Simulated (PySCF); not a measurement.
PySCF 2.14 output of an unrestricted MN15 calculation on a single atom or ion in aug-cc-pVQZ-DK (9s8p6d4f3g2h, 140 functions), with the spin-free X2C one-electron Hamiltonian (Gaussian nucleus):

```
SCF conv_tol = 1e-09
number electrons alpha = 16  beta = 14
    H. S. Yu, X. He, S. L. Li, and D. G. Truhlar.,  Chem. Sci. 7, 5032-5051 (2016)
    H. S. Yu, X. He, S. L. Li, and D. G. Truhlar.,  Chem. Sci. 7, 5032-5051 (2016)
cycle= 1 E= -1796.88156968702  delta_E= -0.0592  |g|= 0.216  |ddm|= 6.98
cycle= 2 E= -1796.8690897673  delta_E= 0.0125  |g|= 0.456  |ddm|=   12
cycle= 3 E= -1796.90271234919  delta_E= -0.0336  |g|= 0.0642  |ddm|= 6.47
cycle= 4 E= -1796.90710332069  delta_E= -0.00439  |g|= 0.0179  |ddm|= 4.03
cycle= 5 E= -1796.90628432453  delta_E= 0.000819  |g|= 0.0184  |ddm|= 1.53
cycle= 6 E= -1796.9075199654  delta_E= -0.00124  |g|= 0.00192  |ddm|=  1.4
cycle= 7 E= -1796.90752458612  delta_E= -4.62e-06  |g|= 0.000813  |ddm|= 0.0846
cycle= 8 E= -1796.90752547504  delta_E= -8.89e-07  |g|= 0.000188  |ddm|= 0.0367
cycle= 9 E= -1796.90752545032  delta_E= 2.47e-08  |g|= 0.000198  |ddm|= 0.0255
cycle= 10 E= -1796.90752555737  delta_E= -1.07e-07  |g|= 7.67e-05  |ddm|= 0.0174
cycle= 11 E= -1796.90752557604  delta_E= -1.87e-08  |g|= 3.61e-06  |ddm|= 0.00515
cycle= 12 E= -1796.90752557608  delta_E= -3.68e-11  |g|= 1.68e-06  |ddm|= 0.000147
converged SCF energy = -1796.90752557608  <S^2> = 2.0006563  2S+1 = 3.0004375
```

The run itself started from symmetry-adapted Hartree-Fock orbitals and held the occupation by maximum overlap, on a logarithmic radial grid, so the iterations belong to that start.

Which element, charge and spin multiplicity is this?

Zn (zinc, neutral), multiplicity 3; the state was [Ar] 3d10 4s1 5s1, high-spin 3S determinant (an excited configuration).

The outer electron is Rydberg-like, and this basis confines it to a smaller radius and binds it less than a complete one would.
